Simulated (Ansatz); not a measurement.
A series at B: from `NB(N)N`, ligands are replaced one by one, each step taking up H–F and setting free NH₃; n counts the steps. Ansatz, PBE0-D4/def2-TZVP geometries. Each molecule was computed in one conformer, which needn't be the lowest.

| n | molecule | HOMO energy, ωB97M-V/def2-TZVPP (eV) |
| --- | --- | --- |
| 0 | `NB(N)N` | -8.96 |
| 1 | `NB(N)F` | ? |
| 2 | `NB(F)F` | -11.06 |
| 3 | `FB(F)F` | -14.75 |

Question: By hand: fit a straight line y = ȳ + b (n − n̄) to the 3 given rows and predict n = 1.

Answer: n̄ = 1.667, ȳ = -11.590; Σ(n − n̄)(y − ȳ) = -8.420, Σ(n − n̄)² = 4.667, so b = -1.804 eV a step. Prediction: -11.590 + (-1.804) × (-0.667) = -10.39 eV.

Question: By hand: compare with the computed value, -9.53 eV, and give the steps along the whole series.

Answer: The line misses by 0.86 eV (computed minus predicted). Steps: -0.57, -1.53, -3.69 eV.

One step carries most of the change, so a line is a poor guide. The highest orbital can change its character along such a series. The miss is 14.9 % of the series' range.
